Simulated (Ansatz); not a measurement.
```yaml
crystal:
  periodic: [false, false, false]
  atoms:
    - {symbol: B, position_ang: [-1.103058, 1.727720, -0.635853]}
    - {symbol: C, position_ang: [-0.534061, 0.289542, -0.559598]}
    - {symbol: C, position_ang: [0.535439, -0.019635, 0.479932]}
    - {symbol: C, position_ang: [0.902525, -1.491916, 0.548444]}
    - {symbol: H, position_ang: [-1.801937, 2.048204, -1.555672]}
    - {symbol: H, position_ang: [-0.906329, 2.528881, 0.235575]}
    - {symbol: H, position_ang: [-0.237463, -0.067017, -1.555518]}
    - {symbol: H, position_ang: [-1.442913, -0.310389, -0.350769]}
    - {symbol: H, position_ang: [0.191562, 0.322993, 1.461614]}
    - {symbol: H, position_ang: [1.432002, 0.569597, 0.258583]}
    - {symbol: H, position_ang: [1.276385, -1.849357, -0.415478]}
    - {symbol: H, position_ang: [0.031903, -2.101813, 0.807394]}
    - {symbol: H, position_ang: [1.676345, -1.681710, 1.296144]}
basis:
  gaussian: {orbitals: cc-pVTZ-DK}
hamiltonian: {xc: {name: M06-2X}, dispersion: d3bjatm}
```

```sh
$ ansatz run in.yaml --threads 2 --pin off --events-out ev --progress --plain --max-ram 4352MiB
```

Shortened log:

```
Error: YAML parse error: error: line 19 column 19: hamiltonian.xc: no functional is named "M06-2X"; the names, which are not case-sensitive, are SVWN5, SPW92, PBE, PBE0, PBEsol, revPBE, revPBE0, RPBE, rPW86-PBE, HSE06, wPBEh, LC-wPBE, HISS, HF, BLYP, B3LYP, B3LYP5, BHLYP, CAM-B3LYP, r2SCAN, r2SCANh, r2SCAN0, r2SCAN50, m-r2SCAN, B97, wB97, wB97X, wB97X-V, B97M-V, wB97M-V, B2PLYP, B2GP-PLYP, PBE0-DH, PBE-QIDH
17 | basis:
18 |   gaussian: {orbitals: cc-pVTZ-DK}
19 | hamiltonian: {xc: {name: M06-2X}, dispersion: d3bjatm}
```

Q: What is wrong with this run?

A: The method's name isn't one that the program takes here. The input was rejected before any iteration.

HSE06 is defined as in plane-wave codes.
